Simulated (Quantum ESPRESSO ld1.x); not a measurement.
Values are calculated unless marked as measured or tabulated.
Problem. The mean radii <r> (bohr) of the occupied orbitals of an atom or ion are listed with their occupations. Level of theory: Dirac Kohn-Sham, LDA (Slater exchange, Perdew-Zunger correlation), spin-unpolarised, spherical densities, point nucleus (ld1.x of Quantum ESPRESSO 7.5).

orbital  occ.     <r>
1s1/2       2  0.1311
2s1/2       2  0.6999
2p1/2       2  0.6871
2p3/2       4  0.6894
3s1/2       1   2.776

Name the element and its charge. Open shells, if any, fill j = l - 1/2 first.

Solution. Z = 12, magnesium, charge +1: Mg+ in [Ne] 3s1. The 1s radius gives Z: for a bare nucleus <r> = (2 gamma + 1)/(2Z) with gamma = sqrt(1 - (Z/c)^2), 0.1247 bohr for Z = 12, and screening makes it slightly larger (0.1311 here). The occupations add up to 11, and the charge is Z minus that.
